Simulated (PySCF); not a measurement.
ethylene glycol cation (C₂H₆O₂), SMILES OCCO (connectivity only; charge and spin as stated), charge +1, multiplicity 2. Atoms are numbered in the order given.

```xyz
10

O      1.5460    -0.2822     0.1974
C      0.7237     0.6968    -0.1822
C     -0.8837     0.0324    -0.5146
O     -1.4486    -0.3659     0.6209
H      2.0643    -0.6478    -0.5443
H      0.4777     1.3633     0.6568
H      0.9474     1.1917    -1.1418
H     -1.3595     0.9505    -0.8933
H     -0.6755    -0.7436    -1.2694
H     -1.2729    -1.3039     0.8265
```
Charge +1, spin multiplicity 2.

Coordinates come from a r2SCAN-D4/def2-SVP optimisation. The spin state was assumed, not searched. Other conformers were not sampled.

The numbers are results of PBE0/pcH-1 (PySCF), not measurements.

Unrestricted Kohn–Sham, ⟨S²⟩ = 0.754. Hyperfine tensors hold the contact and dipolar terms, without spin-orbit corrections.

Computed hyperfine couplings:
```csv
nucleus,A(iso) (MHz),A(iso) (G),dipolar principal values (MHz)
17O no. 1,-24.2,-8.6,"-89.9, 44.1, 45.8"
13C no. 2,4.2,1.5,"-27.1, -24.6, 51.7"
13C no. 3,-1.4,-0.5,"-26.7, -23.7, 50.5"
17O no. 4,-25.7,-9.2,"-93.8, 46.1, 47.7"
1H no. 5,-20.1,-7.2,"-19.9, -7.9, 27.8"
1H no. 6,41.5,14.8,"-12.3, -1.4, 13.7"
1H no. 7,43.5,15.5,"-12.4, -3.0, 15.4"
1H no. 8,62.6,22.3,"-12.0, -3.7, 15.7"
1H no. 9,35.9,12.8,"-12.3, -1.6, 13.8"
1H no. 10,-21.2,-7.6,"-20.7, -7.3, 28.0"
```

Problem. And the g tensor (effective nuclear charges for spin-orbit coupling, GIAO)? (An estimate is asked for; the answer gives what the named calculation found.)

Solution. principal values 2.0023, 2.0076, 2.0085; isotropic 2.0061.
